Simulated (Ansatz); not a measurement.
A set of 12 reactions (silylene extrusion), with CCSD(T)/CBS values in kJ/mol:

| reaction | ΔE |
| --- | --- |
| `N[SiH2][SiH](O)O` → `N[SiH3]` + `O[Si]O` | 117.4 |
| `CO[SiH](C)C#N` → `COC#N` + `C[SiH]` | 460.0 |
| `B[SiH](F)[SiH2][SiH3]` → `B[SiH2][SiH3]` + `F[SiH]` | 198.1 |
| `NB(O)[SiH2]Cl` → `NB(O)Cl` + `[SiH2]` | 225.5 |
| `O[Si](O)(F)S` → `OF` + `O[Si]S` | 836.6 |
| `CO[SiH](C)C#N` → `C#N` + `CO[Si]C` | 238.6 |
| `N[SiH2]N[SiH2]N` → `N[SiH2]N` + `N[SiH]` | 228.8 |
| `N[SiH2][SiH](O)O` → `O[SiH2]O` + `N[SiH]` | 139.6 |
| `C[SiH](C)[AlH][OH]` → `C[Si]C` + `[OH][AlH2]` | 225.7 |
| `NB(O)[SiH2]Cl` → `NBO` + `[SiH]Cl` | 177.5 |
| `O[SiH](S)I` → HI + `O[Si]S` | 234.8 |
| `N[CH]([SiH3])[InH2]` → `N[CH2][InH2]` + `[SiH2]` | 232.8 |

Program: Ansatz. Geometries: PBE0-D4/def2-TZVP. ΔE: electronic, gas phase. CBS: MP2 limit from def2 TZ/QZ plus the TZ coupled-cluster correction, frozen cores. This one scheme is used for every species. Functionals use def2-TZVPP. Elements past krypton have def2 core potentials. For I, In outer-core shells are correlated without core-valence functions, which leaves a few kJ/mol of doubt a bond. Each species was taken in one conformer, which may not be the lowest.

Q: Give the mean, mean absolute and largest difference (level minus CCSD(T)/CBS, kJ/mol) for: LDA (SPW92), B97M-V, r2SCANh-D4, ωB97X-V, B2PLYP, PBE-QIDH, revPBE, PBE0, BHLYP, LC-ωPBE, HF/def2-SVP, MP2/def2-TZVPP, CCSD(T)/def2-TZVPP, MP2/def2-QZVPP. (An estimate is asked.)

A: The calculation gave: 
| level | mean | mean absolute | largest |
| --- | --- | --- | --- |
| LDA (SPW92) | 15.2 | 21.0 | 34.0 |
| B97M-V | -6.5 | 7.0 | -20.5 |
| r2SCANh-D4 | 15.0 | 15.0 | 23.2 |
| ωB97X-V | 5.9 | 8.7 | -12.5 |
| B2PLYP | -11.1 | 11.1 | -17.7 |
| PBE-QIDH | 14.4 | 14.4 | 20.6 |
| revPBE | -31.9 | 31.9 | -100.0 |
| PBE0 | -1.5 | 9.6 | -28.6 |
| BHLYP | -6.9 | 8.6 | -14.9 |
| LC-ωPBE | 11.9 | 12.5 | 19.9 |
| HF/def2-SVP | -20.9 | 21.1 | -43.8 |
| MP2/def2-TZVPP | 10.3 | 10.3 | 28.3 |
| CCSD(T)/def2-TZVPP | -7.7 | 7.7 | -14.1 |
| MP2/def2-QZVPP | 14.9 | 14.9 | 38.2 |

The largest T1 diagnostic in the set is 0.015, for `N[SiH]` (customary mark 0.02).

CCSD(T)/CBS is a level of theory with its own doubt, and the functionals carry their triple-zeta basis error, so these figures describe this set and don't rank the functionals.
